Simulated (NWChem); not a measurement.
Molecule: Si₂H₄O₃; SMILES O[SiH]1O[SiH2]O1

```xyz
9

O      0.5140    -2.1497     0.0000
Si    -0.4427    -0.8175     0.0000
O     -0.1065     0.3392    -1.1916
Si     0.1966     1.5035     0.0000
O     -0.1065     0.3392     1.1916
H      1.4736    -2.0205     0.0000
H     -1.8163    -1.3380     0.0000
H     -0.7692     2.6264     0.0000
H      1.5897     2.0118     0.0000
```
Atoms are numbered in this order, from 1.

Level: B3LYP/6-31G* (spherical d) (NWChem), optimised geometry, unscaled harmonic frequencies. 

Problem. List the harmonic frequencies with IR intensities, and the thermochemistry.

Solution. 
| frequency (cm⁻¹) | IR intensity (km/mol) |
|---|---|
| 158 | 0.4 |
| 174 | 38.6 |
| 347 | 98.9 |
| 369 | 36.0 |
| 549 | 20.9 |
| 601 | 0.0 |
| 646 | 0.4 |
| 712 | 104.0 |
| 715 | 5.1 |
| 796 | 41.4 |
| 823 | 9.7 |
| 838 | 276.5 |
| 860 | 79.4 |
| 924 | 214.0 |
| 980 | 411.0 |
| 986 | 396.4 |
| 1043 | 55.4 |
| 2278 | 167.5 |
| 2290 | 169.5 |
| 2358 | 118.0 |
| 3796 | 78.0 |

The zero-point energy is 31.8 kcal/mol, the thermal correction to the enthalpy at 298.15 K (with zero-point energy) is 36.1 kcal/mol and the heat capacity Cv is 21.6 cal/(mol K). The entropy at 298.15 K and 1 atm (symmetry number 1) comes out as 76.6 cal/(mol K) and the dipole moment comes out as 1.48 D.

Rigid rotor and harmonic oscillator.
